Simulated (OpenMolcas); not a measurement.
## Ag5+: moving or changing the point charges

Ag5+ among 5 point charges of -2 e arranged as a trigonal bipyramid (D3h), 2.23 Å from the ion, with the axial distance 2.408 Å.

```yaml
Program: OpenMolcas 26.06
Method: "SS-CASPT2, IPEA 0.25 Eh, imaginary shift 0.1 Eh (closed shells correlated: 4s 4p)"
Basis: ANO-RCC-VTZP [7s6p4d2f1g]
Scalar_Hamiltonian: DKH2, point nucleus
Active_space: 6 electrons in 5 orbitals (4d)
State_averaging: 2S+1 = 5 even, 5 roots; 2S+1 = 3 even, 45 roots; 2S+1 = 1 even, 50 roots
Spin-orbit_coupling: RASSI with atomic mean-field integrals over the reference wave functions
```

Runs around this geometry, states (labels of D3, the rotations of D3h). Energies in cm-1 above the lowest state or level, χT in cm3 K/mol.

| R (Å) | q (e) | Axial / equatorial distance | Ground state | First state of that spin | First gap with spin-orbit (degeneracies) | χT at 300 K | First state of another spin |
| --- | --- | --- | --- | --- | --- | --- | --- |
| 2.23 | -1.6 | 1.08 | 5E | 5E 370 | 130 (2, 2) | 5.432 | 3E 21310 |
| 2.14 | -2 | 1.08 | 5E | 5E 630 | 150 (2, 2) | 5.271 | 3A2 21150 |
| 2.23 | -2 | 1.08 | 5E | 5E 490 | 140 (2, 2) | 5.359 | 3A2 21290 |
| 2.39 | -2 | 1.08 | 5E | 5E 330 | 120 (2, 2) | 5.459 | 3E 21310 |
| 2.23 | -2 | 1.17 | 5E | 5A1 1100 | 36 (2, 2) | 5.365 | 3E 21310 |

Taking the first state of the same spin as R^-n, n = -ln(330 / 630) / ln(2.39 / 2.14) = 5.9 between the shortest and longest distance.

Scaling the charges by -1.6 / -2 = 0.80 scales the first state of the same spin by 370 / 490 = 0.76; with fixed orbitals a first-order splitting would follow the charge.

Roots that are degenerate in the reference are averaged as groups; the widest CASPT2 spread within a group is 80 cm-1 (the 2-fold group of multiplicity 5 near 371 cm-1 above the lowest state of its run, R = 2.23, q = -1.6, ratio = 1.08). Shifts and gaps below about the spread of the groups concerned are not significant. An orbital doublet at a regular site is open to a Jahn-Teller distortion, which this geometry leaves out. Point charges give a weaker field than real ligands, and real ions of this kind are as a rule low spin; the high spin found here belongs to the model. The ground term spreads over less than 5000 cm-1, several times less than with real ligands, so orbital moments are less quenched and χT lies further from the spin-only value than at real sites. Free-ion shares, where given, are those of the reference states; single-state CASPT2 does not remix them. Spin-orbit coupling mixes the spin-free states strongly: the lowest level takes only 55 % from its leading state, 5E (figures for R = 2.23, q = -1.6, ratio = 1.08; the like holds for R = 2.14, q = -2, ratio = 1.08, R = 2.23, q = -2, ratio = 1.08, R = 2.39, q = -2, ratio = 1.08, R = 2.23, q = -2, ratio = 1.17). This is an electrostatic model: the charges have no orbitals. An unlabelled pair can be two single states that coincide in this model. No measured value stands beside these numbers.
